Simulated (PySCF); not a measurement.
# Reading the logs of faulty runs: AlCl2F

These are calculations, not measurements. They come from PySCF 2.14.0, an open-source quantum chemistry program, on an isolated molecule that a program drew, which may never have been made. The molecule is AlCl2F (charge 0, singlet), drawn as the SMILES string `[F][Al]([Cl])[Cl]`.

Each row is a Hartree-Fock (HF) and frozen-core CCSD(T) single point in the cc-pV(D+d)Z basis, meant for a local HF minimum. Run 1 is clean. Each other run has one planted mistake out of seven kinds, and not every kind appears here: one electron removed, one electron added, multiplicity raised by two, geometry at a saddle point, minimal basis STO-3G, one bond length entered in bohr, all coordinates scaled. The reference is restricted for singlets and unrestricted otherwise, and also for a bond in bohr. Adding or removing an electron swaps singlet and doublet. Electrons count all cores. HOMO and LUMO are orbital energies over both spins, the gradient is its largest component, and the lowest frequency (negative if imaginary) is given only where the gradient is small. Bond lengths are over the 3 bonds as drawn. T1 is the CCSD diagnostic: over 0.02 (restricted) or 0.045 (unrestricted) a single reference is doubtful.

Geometry of the clean run:
```xyz
4
AlCl2F, angstrom
F     0.8977   -1.5887   -0.7964
Al   -0.4377   -2.5135   -0.5989
Cl   -1.2294   -3.5030   -2.2412
Cl   -1.2897   -2.6624    1.2867
```

| run | electrons | basis functions | <S^2> | HOMO (eV) | LUMO (eV) | gradient (hartree/bohr) | lowest frequency (cm^-1) | mean bond (Å) | longest bond (Å) | T1 | HF (hartree) | CCSD(T) (hartree) | mistake |
|---|---|---|---|---|---|---|---|---|---|---|---|---|---|
| 1 | 56 | 83 | 0.000 | -12.99 | 1.87 | 1.7e-05 | 161 | 1.9284 | 2.074 | 0.0112 | -1260.60142 | -1261.15529 | no fault |
| 2 | 56 | 83 | 0.000 | -12.92 | 0.48 | 5.8e-02 | - | 2.1097 | 2.269 | 0.0137 | -1260.56784 | -1261.12831 | all coordinates scaled |
| 3 | 56 | 32 | 0.000 | -10.70 | 6.98 | 2.8e-02 | - | 1.9284 | 2.074 | 0.0125 | -1246.44082 | -1246.50193 | minimal basis STO-3G |
| 4 | 56 | 83 | 0.951 | -9.79 | -1.17 | 1.2e-02 | - | 2.5436 | 3.920 | 0.0260 | -1260.46197 | -1260.98893 | one bond length entered in bohr |
| 5 | 57 | 83 | 0.752 | 0.71 | 6.69 | 6.8e-02 | - | 1.9284 | 2.074 | 0.0808 | -1260.55300 | -1261.11652 | one electron added |
| 6 | 55 | 83 | 0.758 | -17.98 | -10.29 | 9.3e-02 | - | 1.9284 | 2.074 | 0.0602 | -1260.17205 | -1260.71229 | ? |

**Which mistake was planted in run 6, and what did it cost?**

It counts 55 electrons, one fewer than the clean run, at the same geometry and basis. So the mistake is: one electron removed. Subtracting run 1 and multiplying by 627.51 kcal/mol a hartree, the energy moved by 269.4 kcal/mol in HF and 278.0 kcal/mol in CCSD(T).

Cautions from the logs. Run 5: T1 is over the limit, so its CCSD(T) energy is less reliable and the HOMO is above zero, so the electron isn't bound and the energy depends on the basis; run 6: T1 is over the limit, so its CCSD(T) energy is less reliable.
